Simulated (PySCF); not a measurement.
Cartesian coordinates in Å; atom numbers follow the order of the lines, from 1:
```xyz
17

C     1.787    1.523   -0.171
Si    2.013   -0.280    0.327
Si    0.115   -1.074    1.461
Si   -1.661   -1.388   -0.041
Si   -2.149    0.620   -1.152
H     1.559    2.144    0.709
H     2.704    1.913   -0.639
H     0.962    1.633   -0.891
H     3.212   -0.428    1.212
H     2.233   -1.134   -0.884
H    -0.305   -0.069    2.492
H     0.410   -2.365    2.161
H    -1.271   -2.419   -1.054
H    -2.885   -1.871    0.674
H    -2.255    1.739   -0.165
H    -1.051    0.946   -2.115
H    -3.433    0.525   -1.913
```

Geometry: PBE0-D3(BJ)/def2-SVP; GIAO shifts from PySCF 2.14, gas phase, non-relativistic, averaged over equivalent atoms.

At WP04/pcSseg-1 (173 basis functions, 59 s wall time on 1 thread of an Intel Xeon, shared host):
```json
{"atoms": "C1", "δ (ppm)": "-5.6"}
{"atoms": "Si2", "δ (ppm)": "-55.7"}
{"atoms": "Si5", "δ (ppm)": "-84.9"}
{"atoms": "Si3", "δ (ppm)": "-88.4"}
{"atoms": "Si4", "δ (ppm)": "-90.3"}
{"atoms": "H9/H10", "δ (ppm)": "3.39"}
{"atoms": "H15/H16/H17", "δ (ppm)": "3.08"}
{"atoms": "H13/H14", "δ (ppm)": "3.00"}
{"atoms": "H11/H12", "δ (ppm)": "2.93"}
{"atoms": "H6/H7/H8", "δ (ppm)": "0.32"}
```

Chemical shifts δ = σref − σ; ¹³C (σref 172.44) and ²⁹Si (σref 338.69) and ¹H (σref 31.56) against TMS, all at this level.

Q: Predict the values at PBE0/pcSseg-1 on the same geometry.

A: 
| atoms | δ at PBE0/pcSseg-1 | change |
| --- | --- | --- |
| C1 | -7.8 | -2.2 |
| Si2 | -68.8 | -13.1 |
| Si5 | -103.2 | -18.3 |
| Si3 | -112.3 | -23.9 |
| Si4 | -115.3 | -25.0 |
| H9/H10 | 4.02 | +0.63 |
| H15/H16/H17 | 3.62 | +0.54 |
| H13/H14 | 3.55 | +0.55 |
| H11/H12 | 3.46 | +0.53 |
| H6/H7/H8 | 0.31 | -0.01 |

δ = σ(ref) − σ, references computed at the same level: ¹³C (184.41 ppm) and ²⁹Si (351.99 ppm) and ¹H (31.27 ppm) vs TMS.

The largest change is at Si4 (silicon bonded to 2 Si, 2 H). Cost: 173 basis functions, 62 s wall time on 1 thread of an Intel Xeon, shared host.
